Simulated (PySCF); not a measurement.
Ga(Cp), C5H5Ga, singlet (PBE0/def2-SVP optimised geometry):

```
11

Ga    -0.232    -0.010    -2.100
C      0.987     0.000     0.000
C      0.153    -1.147     0.010
C     -1.195    -0.709     0.016
C     -1.195     0.709     0.010
C      0.153     1.147     0.000
H      2.077     0.000     0.000
H      0.490    -2.184     0.019
H     -2.077    -1.349     0.031
H     -2.077     1.349     0.019
H      0.490     2.184    -0.001
```

Method: PBE0/def2-TZVP (PySCF).

**Question.** What are the frontier orbital energies and the dipole moment?

**Answer.** HOMO-2 -6.96 eV, HOMO-1 -6.96 eV, HOMO -6.93 eV, LUMO -0.06 eV, LUMO+1 -0.06 eV; dipole moment 0.01 D.

On the same geometry PBE/def2-TZVP (PySCF) gives HOMO-2 -6.06 eV, HOMO-1 -5.99 eV, HOMO -5.99 eV, LUMO -0.77 eV, LUMO+1 -0.77 eV; dipole moment 0.03 D.

Meta-Löwdin charges at PBE0/def2-TZVP: Ga1 0.14, C2 -0.16, C3 -0.16, C4 -0.16, C5 -0.16, C6 -0.16, H7 0.13, H8 0.13, H9 0.13, H10 0.13, H11 0.13.
